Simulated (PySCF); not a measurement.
Nb(NH)(F)(Cl)2 (Cl2FHNNb), SMILES [NH]=[Nb]([F])([Cl])[Cl], multiplicity 1.

Geometry optimised at B3LYP-D3(BJ)/def2-SVP. The multiplicity is an assumed one; no other spin state was optimised. The structure was generated by enumeration; whether it is a known compound was not checked. The def2 effective core potentials stand for the cores of Nb; spin–orbit coupling is left out.

These are PBE/def2-TZVP run with PySCF values and carry that method's errors.

Gas-phase values at a fixed geometry.

Question: Estimate the frontier levels, gap, dipole moment and polarisability. (Estimate from the structure and the level; the computed values follow.)

Answer: 
```json
{
  "highest_occupied_level": "-7.44 eV",
  "lowest_empty_level": "-3.46 eV",
  "orbital_gap": "3.98 eV",
  "dipole_moment": "1.48 D",
  "quadrupole, principal values (traceless, Buckingham form, about the centre of nuclear charge)": "-5.34, -4.00, 9.34 D·Å",
  "mean_static_polarisability": "72.8 bohr³ (10.79 Å³)",
  "polarisability_principal_values": "59.1, 75.9, 83.5 bohr³"
}
```
